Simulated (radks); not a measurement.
Values are calculated unless marked as measured or tabulated.
Q: These are the eigenvalues of the occupied orbitals of an atom or ion with whole-number occupations (hartree). Level of theory: Dirac Kohn-Sham, LDA (Slater exchange, Perdew-Wang correlation), spin-unpolarised, spherical densities, point nucleus (a radial shooting solver on a logarithmic mesh with Libxc functionals).

| orbital | eigenvalue |
|---|---|
| 1s1/2 | -973.7231 |
| 2s1/2 | -145.1444 |
| 2p1/2 | -135.2486 |
| 2p3/2 | -128.1860 |
| 3s1/2 | -27.60078 |
| 3p1/2 | -23.62968 |
| 3p3/2 | -22.36847 |
| 3d3/2 | -15.31280 |
| 3d5/2 | -15.05625 |
| 4s1/2 | -4.58587 |
| 4p1/2 | -3.30941 |
| 4p3/2 | -3.09278 |
| 4d3/2 | -1.14440 |
| 4d5/2 | -1.11781 |

Which element is it, and in what charge state? The configuration may be excited. Open shells, if any, are shared by 2j + 1.

A: Z = 48, cadmium, charge +2: Cd2+ in [Kr] 4d10. The list shows which subshells hold electrons but not how many an open one holds; the 1s level, -973.72 hartree, gives Z - s = 44.1 by -(Z - s)^2/2, which with screening and relativity narrows Z to a few neighbours, and the depths of the outer levels then fix element, charge and occupations together.
